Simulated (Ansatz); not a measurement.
Trimethylsilanol, one more setting.

```yaml
crystal:
  periodic: [false, false, false]
  atoms:
    - {symbol: C, position_ang: [-1.759877, 0.191157, 0.071547]}
    - {symbol: Si, position_ang: [0.089934, 0.200958, -0.204703]}
    - {symbol: C, position_ang: [0.959904, 0.370301, 1.442324]}
    - {symbol: C, position_ang: [0.639298, -1.339504, -1.093221]}
    - {symbol: O, position_ang: [0.516210, 1.448059, -1.213449]}
    - {symbol: H, position_ang: [-2.095926, 1.106041, 0.568336]}
    - {symbol: H, position_ang: [-2.057499, -0.651740, 0.701974]}
    - {symbol: H, position_ang: [-2.296746, 0.107885, -0.876869]}
    - {symbol: H, position_ang: [0.664525, 1.288053, 1.959263]}
    - {symbol: H, position_ang: [2.044777, 0.393480, 1.311289]}
    - {symbol: H, position_ang: [0.718266, -0.468673, 2.101282]}
    - {symbol: H, position_ang: [0.405104, -2.234431, -0.510605]}
    - {symbol: H, position_ang: [1.717688, -1.322699, -1.268860]}
    - {symbol: H, position_ang: [0.142189, -1.426988, -2.062387]}
    - {symbol: H, position_ang: [0.312155, 2.338100, -0.925931]}
basis:
  gaussian: {orbitals: ANO-RCC-VTZP, final_grid: {core_spheres: 20, valence_spheres: 16, degree: 47}, nuclear_model: gaussian}
hamiltonian: {xc: {name: B97}}
output: {forces: true}
```

```sh
$ ansatz run in.yaml --threads 2 --pin off --events-out ev --progress --plain --max-ram 32768MiB --backend cpu
```

It prints (some lines left out):

```
Functional definition: B97
1799 factors; their error is unknown
mean field evaluation 1: about -13202.0858 eV, gradient 9.5e1 eV
mean field evaluation 2: about -13188.7997 eV, gradient 1.2e2 eV
mean field evaluation 4: about -13220.4698 eV, gradient 5.9e0 eV
mean field evaluation 8: about -13220.5446 eV, gradient 2.3e-2 eV
mean field evaluation 16: about -13220.5803 eV, gradient 3.8e-5 eV
mean field -13220.58026148 eV, -485.8473633784 hartree, gradient 3.8e-5 eV, S^2 0.000000; 0 other end points of the search recorded, 0 dependent functions left out
reference -13220.58031229 eV, -485.8473652456 hartree; 25, 25 occupied and 269, 269 virtual orbitals, 1799 factors
Total energy: -13220.58031229 eV, -485.8473652456 hartree
Relativity: scalar
Atom 0 at    -1.759877     0.191157     0.071547 Å, force    -0.151738    -0.000569     0.015339 eV/Å
Atom 1 at     0.089934     0.200958    -0.204703 Å, force    -0.065579    -0.176396     0.153465 eV/Å
Atom 2 at     0.959904     0.370301     1.442324 Å, force     0.077156     0.014625     0.130729 eV/Å
Atom 3 at     0.639298    -1.339504    -1.093221 Å, force     0.047473    -0.121856    -0.078191 eV/Å
Atom 4 at     0.516210     1.448059    -1.213449 Å, force     0.099793     0.317516    -0.239685 eV/Å
Atom 5 at    -2.095926     1.106041     0.568336 Å, force    -0.023044     0.014445     0.007867 eV/Å
Atom 6 at    -2.057499    -0.651740     0.701974 Å, force    -0.025328    -0.011977     0.010695 eV/Å
Atom 7 at    -2.296746     0.107885    -0.876869 Å, force    -0.029212    -0.000964    -0.008338 eV/Å
Atom 8 at     0.664525     1.288053     1.959263 Å, force     0.005759     0.016305     0.022395 eV/Å
Atom 9 at     2.044777     0.393480     1.311289 Å, force     0.023978     0.002549     0.018465 eV/Å
Atom 10 at     0.718266    -0.468673     2.101282 Å, force     0.007615    -0.009837     0.027250 eV/Å
Atom 11 at     0.405104    -2.234431    -0.510605 Å, force     0.003374    -0.027943    -0.003123 eV/Å
Atom 12 at     1.717688    -1.322699    -1.268860 Å, force     0.020153    -0.019062    -0.014220 eV/Å
Atom 13 at     0.142189    -1.426988    -2.062387 Å, force     0.001489    -0.020206    -0.023573 eV/Å
Atom 14 at     0.312155     2.338100    -0.925931 Å, force     0.008111     0.023370    -0.019074 eV/Å
Dipole moment:    -0.120600     0.066523     0.230256 e Å
```

It took 34 s on 2 threads of a server CPU on a shared host, with 1.4 GiB of host memory at the peak.
